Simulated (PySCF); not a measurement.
**Polarisability and C₆ of Ru+ (ruthenium, charge +1)**

[Kr] 4d7, high-spin 4F determinant. Calculation: PySCF 2.14, in aug-cc-pVTZ-PP with ECP28MDF (6s6p5d3f2g, 88 functions); scalar relativity through the core potential. Coupled (time-dependent) response in atomic units; α is the mean over directions.

| method | mean α (bohr³) | C₆ (like pair) | S(−4) |
| --- | --- | --- | --- |
| UHF | 13.25 | 82.89 | 72.21 |
| PBE | 16.38 | 105.1 | 134.4 |
| PBE0 | 15.25 | 97.22 | 107.7 |
| B97-3 | 15.28 | 97.09 | 109.3 |

S(−4) is the Cauchy moment in α(ω) = α(0) + S(−4) ω² + …

Spin-orbit coupling is absent.

α(iu) at B97-3:

```csv
u (hartree),α(iu) (bohr³)
0,15.28
0.0500,15.02
0.100,14.32
0.200,12.37
0.300,10.54
0.500,7.911
0.750,5.840
1.00,4.490
1.50,2.887
2.00,2.003
3.00,1.110
5.00,0.4720
```

A single London oscillator, α(iu) = α/(1 + u²/ω²), gives C₆ = (3/4) ω α². Matching the computed C₆ needs ω = 4 × 97.09 / (3 × 15.28²) = 0.554 hartree.

For an ion, C₆ is the dispersion term alone; charge-induced terms of lower order in 1/R come first.

Energies and moments cover only the electrons outside the core potential.
